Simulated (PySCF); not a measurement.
Isomers of C7H13F, from PySCF 2.14.0, PBE0-D3(BJ)/def2-SVP geometry optimisation, gas phase. One conformer each, no zero-point energy, no frequencies.

Task: Which is lowest in electronic energy at this level?
A. `[CH3:1][CH2:2][CH2:3]/[C:4]([CH3:5])=[CH:6]\[CH2:7][F:8]` with C1–C2–C3–C4 178°, C2–C3–C4–C5 -86°, C4–C6–C7–F8 133°: A = 2598, B = 1042, C = 795.1 MHz, dipole 2.39 D
B. `[CH3:1][C:2]([CH3:3])=[C:4]([CH3:5])[CH2:6][CH2:7][F:8]` with C2–C4–C6–C7 95°, C4–C6–C7–F8 176°: A = 3235, B = 1092, C = 881.7 MHz, dipole 2.11 D
C. `[CH3:1][C@@H:2]1[C@H:3]([CH3:4])[CH2:5][CH2:6][C@H:7]1[F:8]` with C1–C2–C3–C4 49°, C2–C3–C5–C6 -29°, C3–C5–C6–C7 4°, C5–C6–C7–F8 -94°: A = 2726, B = 1699, C = 1512 MHz, dipole 1.64 D
D. `CC(C)(C)[C@@H]1C[C@H]1F`: A = 3256, B = 1306, C = 1214 MHz, dipole 1.73 D

Result: C. That is `C[C@@H]1[C@H](C)CC[C@H]1F`, 22.0 kcal/mol below the next.

| SMILES | mapped SMILES | E (Eh) | relative (kcal/mol) | relative (kJ/mol) | dipole (D) |
| --- | --- | --- | --- | --- | --- |
| C[C@@H]1[C@H](C)CC[C@H]1F | [CH3:1][C@@H:2]1[C@H:3]([CH3:4])[CH2:5][CH2:6][C@H:7]1[F:8] | -373.74104 | 0.0 | 0.0 | 1.64 |
| CC(C)=C(C)CCF | [CH3:1][C:2]([CH3:3])=[C:4]([CH3:5])[CH2:6][CH2:7][F:8] | -373.70597 | 22.0 | 92.1 | 2.11 |
| CCC/C(C)=C\CF | [CH3:1][CH2:2][CH2:3]/[C:4]([CH3:5])=[CH:6]\[CH2:7][F:8] | -373.70329 | 23.7 | 99.1 | 2.39 |
| CC(C)(C)[C@@H]1C[C@H]1F | [CH3:1][C:2]([CH3:3])([CH3:4])[C@@H:5]1[CH2:6][C@H:7]1[F:8] | -373.70042 | 25.5 | 106.6 | 1.73 |

As drawn, the highest has a three-membered ring and a quaternary carbon, which the lowest lacks.
